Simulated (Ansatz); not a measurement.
Reaction (ligand exchange at the Si–C bond): `F[SiH2]C(Cl)Br` + `CN[SiH2]O` → `CN([SiH2]O)[SiH2]F` + `ClCBr`

Isolated molecules relaxed with PBE0-D4/def2-TZVP in Ansatz; ΔE leaves out vibrations. CCSD(T)/CBS is the MP2 limit (def2-TZVPP, def2-QZVPP) plus CCSD(T) − MP2 in def2-TZVPP, frozen cores. DFT in def2-TZVPP. For Br outer-core shells are correlated without core-valence functions, which leaves a few kJ/mol of doubt a bond. Scalar relativity is left out up to krypton. One conformer a species, not always the lowest.

```csv
level,ΔE (eV)
r2SCAN-D4,-0.82
HF/def2-QZVPP,-0.94
```

What does CCSD(T)/CBS give? (An estimate is asked.)

Computed: -0.84 eV. The listed levels differ from it by 0.02, -0.10 eV.

Largest T1 diagnostic among the species: 0.012.

In def2-TZVPP, CCSD(T) changes the Hartree–Fock value by +0.07 eV (the triples alone add +0.01 eV) and MP2 by +0.07 eV. From PBE to PBE0 (25 % exact exchange), in def2-TZVPP and without D4, ΔE moves by −0.05 eV.
